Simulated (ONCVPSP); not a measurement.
# Si, ONCV: configuration errors across variants

| Property | Result |
| --- | --- |
| Element | Si |
| Generator | ONCVPSP 4.0.1 |
| Type | optimised norm-conserving Vanderbilt (ONCV) |
| Functional | PBE |
| Relativity | scalar-relativistic |
| Frozen core | [Ne] |
| Valence charge | 4 |
| Reference configuration | 3s2 3p1 (charge +1) |
| Partial waves | 3s: rc 1.80 bohr, ncon 3, nbas 6, qcut 4 1/bohr, 3 projectors, debl 0.6 Ha; 3p: rc 2.05 bohr, ncon 3, nbas 6, qcut 4.3 1/bohr, 2 projectors, debl 2.3 Ha; d scattering state at 0.05 Ha: rc 1.65 bohr, ncon 4, nbas 9, qcut 6.5 1/bohr, 1 projector |
| Local potential | polynomial inside 1.25 bohr (lpopt 3, dvloc0 0 Ha) |
| Core correction | polynomial model core, fcfact 0.35 |

In the s channel the program set the typed energies aside and used -0.700, 0.250, 0.850 Ha.

All-electron excitation energies from the reference (eV): (1) 3s2 3p2 -7.740; (2) 3s2 3p0 15.993; (3) 3s1 3p0 49.964; (4) 3s1 3p2 7.431.

A true bound ghost makes a file unfit for plane-wave use even where its test errors are small: the radial tests pick states by their node count and pass the ghost by.

Errors AE − PS in meV (a dash: test not solved or not reliable):

| change | (1) | (2) | (3) | (4) | bound ghosts | GHOST(+) flags above zero |
| --- | --- | --- | --- | --- | --- | --- |
| base | +1.3 | +4.3 | +33 | -1.9 | none | s |
| s: rc 1.65, qcut 4.4, nproj 0; local potential the s channel | +1.7 | +5.9 | +51 | +0.9 | none | none |
| p: qcut 6.6 | +1.8 | +6.2 | +41 | -4.1 | none | s |

Problem. Give the same row for: s: rc 1.52.

Solution. +1.2, +3.9, +42, +0.4; bound ghosts: s; GHOST(+) flags above zero: s.
